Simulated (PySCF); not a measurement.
From computed data to an observable: dipole moment from atomic charges

Al(Cl)(F)(SiH3) (AlClFH3Si), SMILES [SiH3][Al]([F])[Cl]. Atoms are numbered in the order given.

```xyz
7

Al    -0.0787    -0.1860     0.3716
Cl     1.9175    -0.6796    -0.1005
F     -0.6706    -0.8069     1.8135
Si    -1.4528     1.1969    -1.0865
H     -2.8072     1.4566    -0.4864
H     -1.6292     0.5067    -2.4139
H     -0.7627     2.5127    -1.3335
```
Charge 0, spin multiplicity 1.

Coordinates come from a PBE-D3(BJ)/def2-SVP optimisation.

Charges (e) from B3LYP/def2-TZVPD in PySCF:

```json
[
 {"atom": "Al1", "ESP fit": "0.823", "IAO": "1.021"},
 {"atom": "Cl2", "ESP fit": "-0.292", "IAO": "-0.355"},
 {"atom": "F3", "ESP fit": "-0.406", "IAO": "-0.569"},
 {"atom": "Si4", "ESP fit": "-0.151", "IAO": "0.178"},
 {"atom": "H5", "ESP fit": "0.025", "IAO": "-0.093"},
 {"atom": "H6", "ESP fit": "0.000", "IAO": "-0.090"},
 {"atom": "H7", "ESP fit": "0.001", "IAO": "-0.091"}
]
```

The dipole moment of the full density is 1.90 D.

Question: What dipole moment does each set of point charges give, and which comes closer to that of the density?

Answer: 
μ = Σ q r, and 1 e Å = 4.8032 D.
ESP fit: Σ q r = (-0.204, 0.231, -0.251) e Å, |μ| = 1.91 D.
IAO: Σ q r = (-0.161, 0.314, -0.426) e Å, |μ| = 2.66 D.
ESP fit comes closer in size. Point charges leave out the atoms' own dipoles (lone pairs, polarised bonds); fits to the potential absorb them, partitions of the density don't.
